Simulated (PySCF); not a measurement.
## Variants of one PySCF input: Be2

Base input, run as `OMP_NUM_THREADS=1 python input.py` with PySCF 2.14:

```python
from pyscf import gto, dft

mol = gto.M(
    atom='Be 0 0 0; Be 0 0 1.92',
    basis='pcseg-1',
    charge=0,
    spin=0,
    verbose=3,
)
mf = dft.RKS(mol, xc='b3lyp5')
mf.kernel()
mf.stability(internal=True, external=True)
mf.dip_moment()
print('orbital energies (hartree):', mf.mo_energy[..., max(0, mol.nelec[1]-3):mol.nelec[0]+3].round(4))
```

Base result: E(SCF) = -29.287681 Eh, μz(SCF) = 0.00 D, internal stable; real -> complex stable; RHF/RKS -> UHF/UKS unstable. The stability test finds a lower solution, so these numbers belong to a saddle point. The bond length is a typed value, not an optimised one.

Hardware: Arm Neoverse V1, 1 thread, shared host. Wall time 1.9 s, peak memory 0.17 GiB.

Each row names what differs from the base; energies in brackets are changes from the base.

| change | result | wall time (s) |
| --- | --- | --- |
| basis set: pcseg-1 → x2c-svpall; spin-free X2C: off → on | E(SCF) = -29.269519 Eh, μz(SCF) = 0.00 D, internal stable; real -> complex stable; RHF/RKS -> UHF/UKS unstable | 2 |
| functional: b3lyp5 → revpbe | E(SCF) = -29.301691 Eh, μz(SCF) = 0.00 D, internal stable; real -> complex stable; RHF/RKS -> UHF/UKS unstable | 1.8 |
| geometry: bond 1.92 → bond 0.5 [unsound on purpose] | E(SCF) = -26.508228 Eh (+75.6328 eV), μz(SCF) = 0.00 D, internal unstable; real -> complex unstable; RHF/RKS -> UHF/UKS unstable | 1.8 |
| geometry: bond 1.92 → bond 2.88 [stretched restricted solution, likely unstable] | E(SCF) = -29.308429 Eh (-0.5646 eV), μz(SCF) = 0.00 D, internal stable; real -> complex stable; RHF/RKS -> UHF/UKS stable | 2 |
| geometry: bond 1.92 → bond 1.862 | E(SCF) = -29.280463 Eh (+0.1964 eV), μz(SCF) = 0.00 D, internal stable; real -> complex stable; RHF/RKS -> UHF/UKS unstable | 2 |
| cycle limit: 50 → 8 | E(SCF) = -29.287681 Eh (+0.0000 eV), μz(SCF) = 0.00 D, internal stable; real -> complex stable; RHF/RKS -> UHF/UKS unstable | 1.9 |
| spin (2S): 0 → 4; SCF type: RKS → UKS [a high spin state] | E(SCF) = -29.157795 Eh (+3.5344 eV), μz(SCF) = 0.00 D, internal stable; real -> complex stable | 4.8 |
| geometry: bond 1.92 → bond 10 [unsound on purpose] [stretched restricted solution, likely unstable] | E(SCF) = -29.305581 Eh (-0.4871 eV), μz(SCF) = 0.00 D, internal stable; real -> complex stable; RHF/RKS -> UHF/UKS stable | 1.8 |
| basis set: pcseg-1 → 6-311g** | E(SCF) = -29.299853 Eh (-0.3312 eV), μz(SCF) = 0.00 D, internal stable; real -> complex stable; RHF/RKS -> UHF/UKS unstable | 2.8 |
| spin (2S): 0 → 2; SCF type: RKS → UKS [a high spin state] | E(SCF) = -29.279512 Eh (+0.2223 eV), ⟨S²⟩ = 2.027, μz(SCF) = 0.00 D, internal unstable; real -> complex stable | 2.9 |
| PCM solvent, dielectric constant: none → 2.27; step after the SCF: stability → analyze | E(SCF) = -29.290525 Eh (-0.0774 eV), μz(SCF) = 0.00 D | 1.4 |
| functional: b3lyp5 → camb3lyp | E(SCF) = -29.262414 Eh, μz(SCF) = 0.00 D, internal stable; real -> complex stable; RHF/RKS -> UHF/UKS unstable | 2.2 |
| geometry: bond 1.92 → bond 0 [unsound on purpose] | stops with LinAlgError (A singular matrix detected: slice(s) [0] are singular.) | 0.72 |
| basis set: pcseg-1 → 6-31g* | E(SCF) = -29.293077 Eh (-0.1468 eV), μz(SCF) = 0.00 D, internal stable; real -> complex stable; RHF/RKS -> UHF/UKS unstable | 2.3 |
| functional: b3lyp5 → m062x | E(SCF) = -29.297147 Eh, μz(SCF) = 0.00 D, internal stable; real -> complex stable; RHF/RKS -> UHF/UKS unstable | 2.6 |
| charge: 0 → 2; SCF type: RKS → UKS [another spin of the ion may lie lower] | E(SCF) = -28.538852 Eh (+20.3767 eV), internal stable; real -> complex stable | 2.6 |
| geometry: bond 1.92 → bond 2.4 | E(SCF) = -29.308809 Eh (-0.5749 eV), μz(SCF) = 0.00 D, internal stable; real -> complex stable; RHF/RKS -> UHF/UKS unstable | 1.9 |
| functional: b3lyp5 → olyp | E(SCF) = -29.302492 Eh, μz(SCF) = 0.00 D, internal stable; real -> complex stable; RHF/RKS -> UHF/UKS unstable | 1.8 |
| SCF type: RKS → ROKS | stops with NotImplementedError after the SCF | 1.9 |

Question: Order these changes by how far they move the SCF energy from the base, largest first: (1) PCM solvent, dielectric constant: none → 2.27; step after the SCF: stability → analyze; (2) geometry: bond 1.92 → bond 1.862; (3) geometry: bond 1.92 → bond 2.4; (4) geometry: bond 1.92 → bond 2.88.

Answer: (3) -0.5749 eV, (4) -0.5646 eV, (2) +0.1964 eV, (1) -0.0774 eV.
